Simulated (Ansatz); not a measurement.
C2H4S, SMILES `[CH2]S[CH2]` (lower singlet) (charge 0, multiplicity 1). This singlet lies 1.11 eV below the relaxed triplet at the level frozen-core CCSD(T)/cc-pVTZ // B3LYP-D3(BJ)/def2-TZVP (Ansatz, a program for electronic structure).

Computed with frozen-core CCSDT(Q)/6-31g // B3LYP-D3(BJ)/def2-TZVP (Ansatz).

Ansatz 0.2 input:
```yaml
crystal:
  periodic: [false, false, false]
  atoms:
    - { symbol: C, position_ang: [1.359442, 0.108229, -0.165475] }
    - { symbol: S, position_ang: [0.08906, -0.879857, 0.0567] }
    - { symbol: C, position_ang: [-1.355573, -0.146419, 0.177739] }
    - { symbol: H, position_ang: [1.278725, 1.182257, -0.232237] }
    - { symbol: H, position_ang: [2.315737, -0.381729, -0.244614] }
    - { symbol: H, position_ang: [-2.195647, -0.804928, 0.324262] }
    - { symbol: H, position_ang: [-1.491744, 0.922446, 0.118621] }
basis:
  gaussian: { orbitals: "6-31g" }
correlation:
  method: ccsdt_q
```

Output:

```
Functional definition: HF
896 factors; integrals over basis functions are off by at most 7.6e-8 eV
mean field evaluation 1: about -12933.8012 eV, gradient 1.9e1 eV
mean field evaluation 2: about -12933.8026 eV, gradient 1.9e1 eV
mean field evaluation 4: about -12934.8780 eV, gradient 2.0e0 eV
mean field evaluation 8: about -12934.8917 eV, gradient 9.7e-3 eV
mean field evaluation 16: about -12934.8910 eV, gradient 1.9e-1 eV
mean field -12934.89172822 eV, -475.3485034275 hartree, gradient 2.6e-6 eV, S^2 0.000000; 0 other end points of the search recorded, 0 dependent functions left out; unrestricted orbitals would lower it
7 core orbitals not correlated
reference -12934.89172822 eV, -475.3485034275 hartree; 9, 9 occupied and 23, 23 virtual orbitals, 896 factors
second order -7.25342574 eV of doubles, -0.00000000 eV of singles
cycle   1  -7.43306919 eV  change   -1.8e-1 eV  update   1.1e-1
cycle   2  -7.85724493 eV  change   -4.2e-1 eV  update   6.3e-2
cycle   3  -8.25603746 eV  change   -4.0e-1 eV  update   3.5e-2
cycle   4  -8.24034821 eV  change    1.6e-2 eV  update   1.3e-2
cycle   5  -8.24787686 eV  change   -7.5e-3 eV  update   7.2e-3
cycle   6  -8.25340293 eV  change   -5.5e-3 eV  update   1.9e-3
cycle   7  -8.25419554 eV  change   -7.9e-4 eV  update   7.9e-4
cycle   8  -8.25372965 eV  change    4.7e-4 eV  update   2.4e-4
cycle   9  -8.25365916 eV  change    7.0e-5 eV  update   8.4e-5
cycle  10  -8.25363043 eV  change    2.9e-5 eV  update   3.0e-5
cycle  11  -8.25360906 eV  change    2.1e-5 eV  update   1.1e-5
cycle  12  -8.25360429 eV  change    4.8e-6 eV  update   4.3e-6
cycle  13  -8.25360582 eV  change   -1.5e-6 eV  update   1.4e-6
cycle  14  -8.25360661 eV  change   -7.9e-7 eV  update   5.4e-7
perturbative correction -0.04361644 eV, -0.0016028747 hartree
Total energy: -12943.18895127 eV, -475.6534207505 hartree
```
